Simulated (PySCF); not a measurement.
TDDFT excited states: C5H6F2OSi

Compound: C5H6F2OSi.
Numbering: `[CH:1]#[C:2]/[CH:3]=[C:4](/[O:5][SiH3:6])[CH:7]([F:8])[F:9]` (hydrogens: H10 on C1; H11 on C3; H12, H13, H14 on Si6; H15 on C7)

Level of theory: TDDFT CAM-B3LYP/def2-SVPD, vertical, gas phase, core orbitals frozen in the response in PySCF 2.14.0, density-fitted response routines. Isolated species at its GFN2-xTB geometry (one conformer only). GFN2-xTB frequencies show an imaginary mode (41i cm⁻¹), so this geometry is no minimum at that level. Torsions of this conformer, `[CH:1]#[C:2]/[CH:3]=[C:4](/[O:5][SiH3:6])[CH:7]([F:8])[F:9]`: C3–C4–O5–Si6 180°, C3–C4–C7–F8 121°.

```
state  E (eV)  λ (nm)       f  symmetry   main configurations (H = HOMO, L = LUMO)
   S1    5.29   234.4   0.463        A′                                  H→L (92%)
   S2    5.58   222.2  0.0000         –                                H-1→L (90%)
   S3    5.94   208.8  0.0001         –       H→L+4 (39%), H→L+3 (26%), H→L+5 (9%)
   S4    6.45   192.3  0.0001         –                                H→L+1 (83%)
   S5    6.98   177.5  0.0052        A″      H→L+3 (34%), H→L+2 (28%), H→L+4 (15%)
   S6    7.10   174.5  0.0003         –                   H-2→L (80%), H-5→L (12%)
   S7    7.12   174.2   0.181        A′  H-3→L (34%), H-1→L+3 (14%), H-1→L+4 (13%)
   S8    7.44   166.8   0.030        A″      H→L+3 (28%), H→L+2 (28%), H→L+5 (15%)
```

Triplets, Tamm–Dancoff:

| state | E (eV) | λ (nm) | main configurations (H = HOMO, L = LUMO) |
| --- | --- | --- | --- |
| T1 | 3.19 | 388.4 | H→L (93%) |
| T2 | 5.22 | 237.4 | H-1→L (70%) |
| T3 | 5.56 | 222.8 | H-1→L+4 (21%), H-1→L+3 (15%), H-3→L (14%) |

The lowest singlet comes at 234 nm (510 kJ/mol) in the ultraviolet; it is strong; its leading configuration is HOMO→LUMO (92%). The lowest level is also the most intense of those listed (f = 0.463). Löwdin shares by element: HOMO carbon 75% or more (atoms not listed hold the other 25%); LUMO carbon 71% or more (atoms not listed hold the other 29%). Weighted by f, the mean energy of these states is 5.89 eV. The oscillator strengths of these states sum to 0.680; summed over the whole spectrum of an exact calculation they would give the number of electrons, 76 (Thomas–Reiche–Kuhn). Of the 8 states listed, 3 reach f = 0.01 and 4 stay under 0.0005. Symmetry labels in Cs follow from the direction of the transition dipole and are given only for states with f of 0.002 or more. The window holds the lowest 8 singlets.

Hardware: one thread of an Arm Neoverse V1 (shared host). Cost: 77 s, 1.1 GiB resident at most.
